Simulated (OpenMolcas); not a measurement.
Mn4+ (d3) in a complex was computed by CASSCF with the d shell active (OpenMolcas, ANO-RCC-VDZP on the metal). Its lowest spin-free states, and all those of the highest spin:

```json
{"2S+1": "4", "Degeneracy": "3", "E (cm-1)": "0.0"}
{"2S+1": "4", "Degeneracy": "3", "E (cm-1)": "8396"}
{"2S+1": "2", "Degeneracy": "2", "E (cm-1)": "13432"}
{"2S+1": "2", "Degeneracy": "3", "E (cm-1)": "15000"}
{"2S+1": "2", "Degeneracy": "3", "E (cm-1)": "17474"}
{"2S+1": "2", "Degeneracy": "1", "E (cm-1)": "19241"}
{"2S+1": "4", "Degeneracy": "3", "E (cm-1)": "19770"}
{"2S+1": "4", "Degeneracy": "1", "E (cm-1)": "20269"}
{"2S+1": "2", "Degeneracy": "3", "E (cm-1)": "20677"}
{"2S+1": "2", "Degeneracy": "2", "E (cm-1)": "23741"}
{"2S+1": "2", "Degeneracy": "3", "E (cm-1)": "23889"}
{"2S+1": "2", "Degeneracy": "3", "E (cm-1)": "24153"}
```

Is the site octahedral, tetrahedral or cube-like, axial, or of lower symmetry?

The states with 2S+1 = 4 have orbital degeneracies 3, 3, 3, 1. Threefold states need a cubic site. For d3 at this spin an octahedron puts the single A2 below the threefold T2 and a tetrahedron or cube puts the threefold T1 below the threefold T2, so the site is a tetrahedron or a cube, which this pattern cannot tell apart. The run had Mn4+ with 4 ligands (bromide) in tetrahedral coordination (Td) at 2.3 Å. Ligand basis ANO-RCC-VDZP.

An orbital triplet at a regular site is open to Jahn-Teller coupling, which can distort the site and quench the lowest spin-orbit gaps and is left out. Without dynamic correlation the repulsion within the d shell is too large (B by tens of per cent), so at a given field states of lower spin stand too high. The least metal-like active orbital is 71 % on the metal (Löwdin) and no ligand orbital is active, so the numbers are rough. Ligand-to-metal charge-transfer states are missing. This ion would oxidise such ligands; the complex is a model and need not exist. With no ligand orbital active B as a rule stays too high, so bands that hang on it stand too high and its fall with covalency is understated. With metal d orbitals alone and no dynamic correlation the field as a rule comes out too small, by tens of per cent, by up to half for chloride and softer ligands. No measured value stands beside these numbers; the geometry is a model, was not optimised and need not be the one that this ion takes.
